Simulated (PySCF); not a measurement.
# Titanium: a sound run and one with changed settings

Sound run: Ti²⁺ [Ar] 3d2, Ti³⁺ [Ar] 3d1. Calculation: PySCF 2.14, in cc-pVDZ (6s5p3d1f, 43 functions); the non-relativistic Hamiltonian (point nucleus). The sound run starts from symmetry-adapted Hartree-Fock orbitals and uses a fine grid where one is needed.

A second run was set up differently.

```csv
species,method,sound run (hartree),changed run (hartree),converged
Ti²⁺,UHF,-847.73378,-847.73311,no
Ti²⁺,PBE,-848.36070,-848.36061,no
Ti²⁺,MN15,-848.58497,-848.58501,no
Ti³⁺,UHF,-846.73681,-846.73681,no
Ti³⁺,PBE,-847.30962,-847.30962,no
Ti³⁺,MN15,-847.55275,-847.55275,no
```

What was changed?
A. too few SCF iterations
B. level shift left on
C. radial grid too coarse
D. all electrons correlated in a valence basis

A. It used initial guess sap, at most 3 SCF cycles. The SCF was stopped early; the energies are upper bounds that still move, and correlated levels were skipped or rest on poor orbitals.
